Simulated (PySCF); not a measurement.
An unknown is described by computed data only.

Elements present: B, C, H and N. Monoisotopic mass: 72.0859 u.

- Polarisability: 61.8 au [PBE0/def2-SVPD]
- UV, first state: lowest singlet excitation: 5.09 eV (243 nm, f = 0.003) [TDDFT PBE0/def2-SVPD]
- Rotational structure: rotational constants A, B, C: 21.504, 2.101, 1.989 GHz [PBE0-D3(BJ)/def2-SVP]
- UV, strongest line: among the 10 lowest singlet transitions: S9 at 7.88 eV (157 nm, f = 0.044) [TDDFT PBE0/def2-SVPD]
- 13C NMR: chemical shifts (computed TMS as zero) by class: 186.1 (1 C), 57.1 (1 C) ppm [GIAO CAM-B3LYP/pcSseg-2]
- 1H NMR: chemical shifts (computed TMS as zero) by class: 9.94 (1 H), 7.83 (1 H), 3.35 (2 H), 3.09 (2 H), 1.99 (3 H) ppm [GIAO CAM-B3LYP/pcSseg-2]

Electronic properties: PySCF, gas phase, density fitting. Levels stand in brackets. One conformer (not necessarily the lowest) at the PBE0-D3(BJ)/def2-SVP geometry, without solvent, vibrations or thermal averaging. NMR values are class means; diastereotopic atoms form classes of their own.

Q: Which formula fits the mass and the elements?

A: C2H9BN2 (calculated 72.0859). No other formula that holds each of these elements comes within 0.0003 u with a fitting electron parity and a possible valence count.

Q: Give a SMILES that accounts for the data.

A: Numbering: `[H]/[N:5]=[CH:4]\[CH2:3][NH2+:2][BH3-:1]`. 2 carbons fall into 2 classes; from least to most shielded: imine carbon [C4] (186.1 ppm), sp3 carbon bound to nitrogen [C3] (57.1 ppm). Hydrogen classes from least to most shielded: 1 H on an imine nitrogen, N5 (9.94 ppm), 1 H on an imine carbon, C4 (7.83 ppm), 2 H on an sp3 carbon bound to nitrogen, C3 (3.35 ppm), 2 H on a nitrogen bonded to B, C and 2 H, N2 (3.09 ppm), 3 H on a four-coordinate boron, B1 (1.99 ppm). The optimised geometry has point group Cs and is an asymmetric top. Structure: `[H]/N=C\C[NH2+][BH3-]`. The assignments are read from this structure; whether some other isomer fits the data as well wasn't checked.

Conformer computed: `[H]/[N:5]=[CH:4]\[CH2:3][NH2+:2][BH3-:1]`: B1–N2–C3–C4 180°, N2–C3–C4–N5 179°.
